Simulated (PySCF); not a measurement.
SMILES CC(C)CO[SiH3] (C4H12OSi) (GFN2-xTB optimised geometry):

```
18

C      1.907    -2.035     0.186
C      1.378    -0.616     0.000
C      1.902     0.000    -1.294
C     -0.153    -0.616     0.000
O     -0.630     0.697     0.000
Si    -2.142     1.247    -0.142
H      1.558    -2.458     1.126
H      2.994    -2.033     0.192
H      1.568    -2.675    -0.626
H      1.705     0.004     0.841
H      1.620    -0.615    -2.147
H      1.483     0.993    -1.428
H      2.987     0.078    -1.268
H     -0.528    -1.140     0.889
H     -0.525    -1.149    -0.885
H     -1.874     2.675    -0.100
H     -2.757     0.803    -1.398
H     -2.994     0.777     0.956
```

Level of theory: PBE0/def2-SVP in PySCF.

What are the frontier orbital energies and the dipole moment?

HOMO-2 -9.26 eV, HOMO-1 -8.38 eV, HOMO -7.95 eV, LUMO 0.78 eV, LUMO+1 1.89 eV; dipole moment 0.92 D.

Meta-Löwdin charges at PBE0/def2-SVP: C1 -0.30, C2 -0.04, C3 -0.30, C4 0.04, O5 -0.61, Si6 0.75, H7 0.10, H8 0.10, H9 0.09, H10 0.09, H11 0.09, H12 0.11, H13 0.10, H14 0.08, H15 0.08, H16 -0.10, H17 -0.13, H18 -0.13.
